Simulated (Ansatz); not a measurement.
C2H7ClGeS, SMILES `C[S][GeH]([CH3])[Cl]`, relaxed with RKS PBE0-D4/def2-TZVP in Ansatz from a PBE-D4/def2-SVP geometry. The force threshold is 0.005 eV/Å; the program also tests the step.

The species carries charge 0 and has multiplicity 1.

Start:

```xyz
12

C    -0.886   -1.971   -0.052
S     0.882   -1.576   -0.379
Ge    0.620    0.616   -0.751
C     0.325    1.620    0.903
Cl    2.496    1.305   -1.627
H    -0.941   -3.069    0.080
H    -1.257   -1.489    0.874
H    -1.532   -1.688   -0.907
H    -0.514    0.831   -1.797
H     1.171    1.440    1.593
H     0.249    2.703    0.683
H    -0.614    1.279    1.382
```

```csv
step,energy (eV),largest force (eV/Å),largest move (Å)
1,-82050.7733,0.543,0.000
2,-82050.8219,0.216,0.050
3,-82050.8249,0.126,0.024
4,-82050.8264,0.033,0.016
5,-82050.8265,0.017,0.004
6,-82050.8265,0.004,0.008
```

End:

```xyz
12

C    -0.881   -1.967   -0.058
S     0.859   -1.560   -0.382
Ge    0.607    0.608   -0.733
C     0.324    1.621    0.899
Cl    2.468    1.269   -1.598
H    -0.927   -3.050    0.057
H    -1.242   -1.507    0.863
H    -1.520   -1.680   -0.894
H    -0.503    0.833   -1.778
H     1.164    1.456    1.573
H     0.247    2.683    0.666
H    -0.596    1.293    1.385
```

It took 22 s on 3 threads of an AMD EPYC 7R13 on a shared host and a share of an NVIDIA H100 80 GB, with 0.91 GiB of host memory at the peak.
